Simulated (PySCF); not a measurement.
Geometry (Å), atoms numbered from 1 in this order:
```xyz
14

Si    1.982   -0.402    0.304
H     3.419   -0.692    0.521
S     0.927   -1.510    1.809
Si   -1.117   -1.017    1.385
H    -1.926   -1.753    2.385
S    -1.548    1.062    1.697
Si   -0.332    2.005    0.202
H    -0.568    3.461    0.345
S     1.768    1.720    0.532
S    -0.935    1.508   -1.796
Si   -0.539   -0.599   -1.878
H    -0.927   -1.031   -3.241
S     1.546   -1.069   -1.689
S    -1.769   -1.727   -0.532
```

Geometry: PBE0-D3(BJ)/def2-SVP; GIAO shifts from PySCF 2.14, gas phase, non-relativistic, averaged over equivalent atoms.

At wB97X-D/pcSseg-1 (260 basis functions):
```tsv
atoms	δ (ppm)
Si1/Si4/Si7/Si11	6.7
H2/H5/H8/H12	5.84
S3/S6/S9/S10/S13/S14	-115.1
```

Scale: 29Si (σref 352.93), 1H (σref 31.38) against TMS; CS2 for 33S (σref 493.71) (reference shieldings calculated alike).

**Question.** Estimate the result of repeating the calculation with PBE0/pcSseg-1.

**Answer.** 
```
               atoms  δ at PBE0/pcSseg-1  change
    Si1/Si4/Si7/Si11                 2.7    -4.0
        H2/H5/H8/H12                5.95   +0.11
S3/S6/S9/S10/S13/S14              -104.4   +10.7
```

Shifts are taken against calculated references (same method and geometry level): 29Si (σref 351.99), 1H (σref 31.27) against TMS; CS2 for 33S (σref 495.66).

The largest change is at S3/S6/S9/S10/S13/S14 (sulfur bonded to 2 Si). Cost: 260 basis functions.
